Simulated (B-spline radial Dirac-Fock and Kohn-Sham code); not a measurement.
The computed values come from an atomic code on a B-spline grid: Dirac-Fock densities.

Q: This computed X-ray form factor belongs to an atom or ion in its tabulated ground configuration. Which?

```tsv
sin θ/λ (Å⁻¹)	f₀
0.12	19.915
0.18	19.809
0.23	19.690
0.44	18.901
0.55	18.322
1.06	14.748
2.05	8.439
3.19	5.584
6.18	2.421
```

A: Ce³⁸⁺, with 20 electrons in [Ar] 3d2. f₀ tends to the number of electrons as s goes to zero, which the first rows give only roughly, and the rate of fall reflects the nuclear charge, 58.

Q: This computed X-ray form factor belongs to an atom or ion in its tabulated ground configuration. Which?

```csv
sin θ/λ (Å⁻¹),f₀
0.1,24.876
0.15,24.722
0.2,24.509
0.35,23.540
0.45,22.652
0.8,18.576
1.6,9.804
2,7.457
6,1.906
```

A: Sb²⁶⁺, with 25 electrons in [Ar] 3d7. f₀ tends to the number of electrons as s goes to zero, which the first rows give only roughly, and the rate of fall reflects the nuclear charge, 51.
